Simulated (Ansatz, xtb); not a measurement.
## Relative energy of two isomers of C5H6BrN

Structure I is `N#C[C@H]1C[C@@H](Br)C1`, a singlet and structure II is `N#C[C@@H]1CC[C@H]1Br`, a singlet. Both are isolated molecules in the gas phase, relaxed with PBE-D3(BJ)/def2-SVP.

Q: Estimate which is lower in electronic energy at CCSD(T)/def2-SVP + ΔMP2/def2-TZVPP, and by roughly how much.

A: CCSD(T)/def2-SVP + ΔMP2/def2-TZVPP gives E(II) − E(I) = −0.003 eV, slightly favouring structure II, which is too small a margin to settle the true order.

The same difference at several levels:

```csv
level,geometry,E(II) − E(I) (eV),departure from the last row (eV),"job, with rough time for the two"
GFN2-xTB,GFN2-xTB,−0.002,0.000,"optimisation, 0.36 s"
HF/STO-3G,GFN2-xTB,+0.006,+0.009,"single point, 0.76 s"
r2SCAN-D4/def2-SVP,GFN2-xTB,+0.024,+0.027,"single point, 8.4 s"
PBE-D3(BJ)/def2-SVP,PBE-D3(BJ)/def2-SVP,−0.003,−0.001,"optimisation, 59 s"
HF/def2-SVP,PBE-D3(BJ)/def2-SVP,+0.017,+0.020,part of the CCSD(T) run
MP2/def2-SVP,PBE-D3(BJ)/def2-SVP,−0.015,−0.013,part of the CCSD(T) run
CCSD(T)/def2-SVP,PBE-D3(BJ)/def2-SVP,−0.008,−0.006,single point
CCSD(T)/def2-SVP + ΔMP2/def2-TZVPP,PBE-D3(BJ)/def2-SVP,−0.003,,"single point, 3.4 min"
```

As drawn, both hold the same kinds of bond in the same numbers.

The largest departure from CCSD(T)/def2-SVP + ΔMP2/def2-TZVPP is that of r2SCAN-D4/def2-SVP, 0.027 eV. The last row adds to CCSD(T) the change of the MP2 difference between the two basis sets, here +0.006 eV.

With thermal terms from frequencies at re-optimised GFN2-xTB minima (ideal gas, soft modes damped towards free rotors, one conformer each, 298.15 K, 1 atm): on the last row, ΔE + ΔZPE = −0.003, ΔH = 0.000, ΔG = −0.012 eV.

The correlated steps freeze 15 core orbitals; the filled d shell of Br is correlated, in a basis made for valence electrons. Run with Ansatz 0.2.0, xtb 6.7.1; the last row on 2 threads of Arm Neoverse V1 on a shared host.
